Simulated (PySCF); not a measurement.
## Bond curve of RhSe

Set-up: basis Rh x2c-TZVPPall, Se x2c-TZVPPall; spin-free X2C with a Gaussian nucleus; PySCF 2.14. Energies in eV from Rh (4d8 5s1) + Se in their ground configurations at the same level. State: ⁴Σ⁻ (quartet), unpaired electrons σ ↑, π ↑↑.

```csv
R (Å),PBE0,r²SCANh
1.881,-1.620,-1.613
1.968,-2.471,-2.454
2.056,-2.924,-2.898
2.121,-3.079,-3.045
2.187,-3.119,-3.079
2.253,-3.074,-3.029
2.340,-2.922,-2.870
2.449,-2.640,-2.580
2.581,-2.237,-2.169
2.756,-1.685,-1.606
```

Put a parabola through the three lowest points of the PBE0 curve and estimate Re, k and ωe (reduced mass 44.98 u; 1 eV/Å² = 0.16022 mdyn/Å; ωe = 1302.8·√(k/μ) cm⁻¹).

Through R = 2.121, 2.187, 2.253 Å the second-order coefficient is 9.76 eV/Å², so Re ≈ 2.185 Å, k ≈ 3.13 mdyn/Å and ωe ≈ 343 cm⁻¹. A polynomial fit of higher order to the unrounded PBE0 energies gives Re = 2.182 Å, k = 3.21 mdyn/Å, ωe = 348 cm⁻¹; anharmonicity and rounding make the difference.

The higher-order fit for each curve: PBE0: Re = 2.182 Å, ωe = 348 cm⁻¹, De = 3.12 eV; r²SCANh: Re = 2.177 Å, ωe = 351 cm⁻¹, De = 3.08 eV.

The metal atom is held in its measured ground configuration; semilocal functionals can put another filling of s and d lower by some tenths of an eV, and De to that atom would be smaller. Spin–orbit coupling is left out, which matters for elements this heavy, above all for dissociation energies. With d or f electrons several states lie close, and the lowest PBE0 determinant need not be the measured ground state.
